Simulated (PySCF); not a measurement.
Fractional electron number in Zr (zirconium, neutral)

The 5s beta orbital of [Kr] 4d2 5s2 is emptied in steps (occupation f), with all orbitals relaxed, ending at [Kr] 4d2 5s1. All numbers are calculated (PySCF 2.14, scalar relativity through the core potential, in def2-TZVP with the def2 core potential (28 electrons) (6s4p3d1f, 40 functions)). The exact energy is a straight line in f; departures are measured from the line between the end points of the same method.

| f | UHF (eV) | LDA (eV) | PBE (eV) |
| --- | --- | --- | --- |
| 1 | 0.000 | 0.000 | 0.000 |
| 0.9 | 0.015 | -0.226 | -0.217 |
| 0.7 | 0.033 | -0.530 | -0.509 |
| 0.5 | 0.037 | -0.633 | -0.608 |
| 0.3 | 0.030 | -0.533 | -0.512 |
| 0.1 | 0.012 | -0.229 | -0.214 |
| 0 | 0.000 | 0.000 | 0.000 |

Problem. For UHF, how does the orbital energy at f = 1 compare with the removal energy?

Solution. −ε = 5.365 eV against a total-energy difference of 5.195 eV. By Janak's theorem ε = ∂E/∂f, so the gap between them reflects the curvature. Along the path −ε is 5.323 (f = 0.9), 5.248 (f = 0.7), 5.185 (f = 0.5), 5.131 (f = 0.3), 5.085 (f = 0.1) eV.

```
method  E(f=0) − E(f=1) (eV)  −ε at f=1 (eV)  −ε at f=0.5 (eV)
   UHF                 5.195           5.365             5.185
   LDA                 6.749           4.240             6.741
   PBE                 6.453           4.048             6.442
```

Reference removal energy between the ground levels: 6.634 eV (measured; NIST Atomic Spectra Database, ionization energies). The calculation has no spin-orbit coupling. UHF lacks correlation.
